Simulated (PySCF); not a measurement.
SiHCl₃, SMILES Cl[SiH](Cl)Cl.

Geometry optimised at PBE-D3(BJ)/def2-SVP. The isomer is the one that the SMILES or the coordinates give; other isomers of the formula were not compared.

These are TDDFT-LC-ωPBE/def2-SVPD (PySCF) values and carry that method's errors.

Vertical excitations; the highest root listed may be one member of a degenerate set. Isolated molecule, no solvent. State labels are in the subgroup Cs.

Question: Give excitation energies, oscillator strengths and character. (The exact figures need the calculation; the answer reports its results.)

Answer: 
```
state  symmetry  energy (eV)  λ (nm)      f                                                                 main pairs
-----  --------  -----------  ------  -----  -------------------------------------------------------------------------
S1           A"         8.03     154  0.000                                                             HOMO→LUMO 80 %
S2           A'         8.31     149  0.012                                HOMO−2→LUMO, HOMO−1→LUMO+3 (degenerate set)
S3           A"         8.31     149  0.012                                HOMO−3→LUMO, HOMO−1→LUMO+2 (degenerate set)
S4           A'         8.35     149  0.056                                                           HOMO−1→LUMO 77 %
S5           A"         8.69     143  0.031                                  HOMO−4→LUMO, HOMO→LUMO+3 (degenerate set)
S6           A'         8.69     143  0.031                                  HOMO−5→LUMO, HOMO→LUMO+2 (degenerate set)
S7           A'         9.00     138  0.078                                HOMO−1→LUMO+3, HOMO−2→LUMO (degenerate set)
S8           A"         9.00     138  0.078                                HOMO−1→LUMO+2, HOMO−3→LUMO (degenerate set)
S9           A"         9.16     135  0.000                                     HOMO−3→LUMO+3 39 %, HOMO−2→LUMO+2 38 %
S10          A"         9.16     135  0.018  HOMO→LUMO+3 34 %, HOMO−2→LUMO+2 18 %, HOMO−3→LUMO+3 17 %, HOMO−4→LUMO 8 %
T1           A"         7.46     166      0                                                             HOMO→LUMO 73 %
T2           A'         7.64     162      0                                                           HOMO−1→LUMO 69 %
T3           A"         7.66     162      0                                HOMO−3→LUMO, HOMO−1→LUMO+2 (degenerate set)
T4           A'         7.66     162      0                                HOMO−2→LUMO, HOMO−1→LUMO+3 (degenerate set)
```
Triplets are in the Tamm–Dancoff approximation, which puts them higher than full response would, so one can lie above its singlet here.
